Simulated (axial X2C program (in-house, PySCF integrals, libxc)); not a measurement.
**Curves of PrH from open-shell CI on f2 s1 d(πδ)1**

Calculated with an axial X2C code built on PySCF integrals: two-component X2C with atomic mean-field Coulomb and Gaunt terms, basis Pr dyall-v4z, H dyall-v4z (cores contracted in-house). Orbitals come from Hartree–Fock averaged over the configuration Pr f2 s1 d(πδ)1; CI then distributes these electrons over the f, s, d(πδ) shells of Pr.

Scan along the bond; masses Pr 140.908 u, H 1.008 u. Energies in cm⁻¹ from the lowest point; levels are followed by energy order within each Ω. Lowest level at 2.101 Å: 100% f2 s1 d(πδ)1.

```
R (Å)  (1)Ω=5  (1)Ω=4  (1)Ω=6  (1)Ω=3  (2)Ω=5
1.954     735    1191    1648    1860    2074
2.027     188     643    1104    1298    1525
2.101       0     452     919    1091    1333
2.185     147     592    1069    1215    1472
2.269     596    1033    1521    1639    1913
2.364    1382    1808    2308    2396    2688
2.479    2618    3031    3547    3596    3911
```

Q: Fit the curves (1)Ω=5, (1)Ω=4, (1)Ω=6, (1)Ω=3, (2)Ω=5 near their minima.

A: From the open-shell CI curves, Te from the lowest:

```
 level  Te (cm⁻¹)  Re (Å)  ωe (cm⁻¹)
(1)Ω=5          0   2.108     1343.7
(1)Ω=4        451   2.109     1337.2
(1)Ω=6        919   2.107     1344.2
(1)Ω=3       1089   2.113     1330.0
(2)Ω=5       1332   2.109     1337.5
```

Without dynamic correlation distances can be off by several hundredths of an Å (long for ionic bonds, short for multiple bonds) and the wavenumbers are rough.

The 5 lowest curves are shown; the next is (1)Ω=2, from 1538 cm⁻¹.

Dynamic correlation is missing, so gaps between terms are too wide and other configurations may lie lower; the lowest level listed is that of this model, not necessarily the ground state. At most 4 roots were kept for each Ω > 0 (twice that for Ω = 0) within 2.2 eV of the lowest, so higher up levels can be missing between those listed; levels with Ω > 0 are doubly degenerate and listed once, Ω = 0 levels singly.
